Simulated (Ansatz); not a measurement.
Coupled-cluster diagnostics for the cluster Be2Se2, Ansatz.

Geometry of the singlet (r2SCAN-D4/def2-TZVP):

```xyz
4

Be   -0.226   -0.530    0.820
Be    0.226    0.530   -0.820
Se   -1.316   -0.834   -0.903
Se    1.316    0.834    0.903
```

Correlated methods freeze 18 core orbitals; core or outer-core shells of Se are correlated, in sets that lack core-valence functions. In CCSD on the charge 0 triplet the largest single amplitude is 0.35, so its Hartree–Fock determinant may place the open shell otherwise than the density functionals do. At PBE0-D4/def2-TZVP a singlet of charge 0 lies 2.12 eV below the triplet, each at its own geometry. At PBE0-D4/def2-TZVP a singlet of charge 0 lies 5.78 eV below the quintet, each at its own geometry. The structure comes from a short search, and lower isomers may exist.

Geometry of the charge 0 triplet (r2SCAN-D4/def2-TZVP):

```
atom   x (Å)   y (Å)   z (Å)
 Be1   0.128  -0.964  -0.568
 Be2  -0.128   0.964   0.568
 Se3  -1.732  -0.053  -0.300
 Se4   1.732   0.053   0.300
```

Geometry of the charge 0 quintet (r2SCAN-D4/def2-TZVP):

Cartesian coordinates in Å:
```
Be -0.085 -1.173 -0.731
Be 0.085 1.173 0.731
Se 1.805 0.061 -0.307
Se -1.805 -0.061 0.307
```

Question: Estimate the CCSD(T) correlation energy, the shares of MP2 and (T), T1 and the reference's ⟨S²⟩ for: charge 0, singlet, own geometry in def2-TZVPP; charge 0, triplet, own geometry in def2-TZVPP; charge 0, quintet, own geometry in def2-TZVPP; charge 1, doublet, vertical in def2-TZVPP; and the rough time on 4 threads of Arm Neoverse V2 on a shared host.

Answer: 
| state | basis | correlation (eV) | MP2 share (%) | (T) share (%) | T1 | ⟨S²⟩ (pure) | wall time | remarks |
| --- | --- | --- | --- | --- | --- | --- | --- | --- |
| charge 0, singlet, own geometry | def2-TZVPP | -18.904 | 94.3 | 3.9 | 0.009 | 0.00 (0.00) | 3 s | – |
| charge 0, triplet, own geometry | def2-TZVPP | -18.834 | 92.2 | 4.4 | 0.042 | 2.07 (2.00) | 16 s | – |
| charge 0, quintet, own geometry | def2-TZVPP | -17.218 | 91.9 | 3.4 | 0.011 | 6.02 (6.00) | 17 s | – |
| charge 1, doublet, vertical | def2-TZVPP | -18.140 | 92.7 | 3.9 | 0.017 | 0.89 (0.75) | 11 s | spin-contaminated (⟨S²⟩ 0.89) |
Customary marks for T1 are 0.02 (closed shells), 0.045 (open shells) and about 0.05 (3d metals). T1 exceeds 0.02 in 1 of 4 rows and 0.045 in 0; the higher it lies, the less the single-reference result can be trusted.
